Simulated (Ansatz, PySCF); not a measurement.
Noncovalent pair: GeH4 (SMILES [GeH4]) (first 5 atoms) with Si2H6 (SMILES [SiH3][SiH3]); geometry from B3LYP-D3(BJ)/def2-TZVP.
(charge 0, multiplicity 1):
```xyz
13

Ge     0.01233     0.13777     0.04475
H     -1.31819     0.71740    -0.45656
H      0.68985     1.14779     0.98216
H      0.93404    -0.14895    -1.15011
H     -0.25300    -1.16595     0.81129
Si     1.16315    -0.03481     4.12383
Si    -1.17686    -0.13775     4.00678
H      1.62113     1.37322     4.04178
H      1.78410    -0.80306     3.01929
H      1.62257    -0.60785     5.41317
H     -1.76690     0.47809     5.22075
H     -1.62824    -1.54783     3.92323
H     -1.68388     0.59194     2.82013
```

Counterpoise-corrected where a basis set is named; no monomer relaxation.

Correlated levels freeze the cores. Filled d and f shells under p-block atoms count as core.

The values were computed with Ansatz (Gaussian basis) for Hartree–Fock, density functionals and correlated methods; PySCF for the dispersion terms. Values without a source in brackets are computed.

Problem. Give the interaction energy at the level B2PLYP-D4/def2-TZVPPD.

Solution. -1.2 kcal/mol

Problem. Predict the interaction energy from r2SCAN/def2-TZVPPD.

Solution. -0.7 kcal/mol

Problem. Estimate the interaction energy that PBE/def2-TZVPPD returns for this input.

Solution. 0.0 kcal/mol

Ansatz is an electronic-structure program.
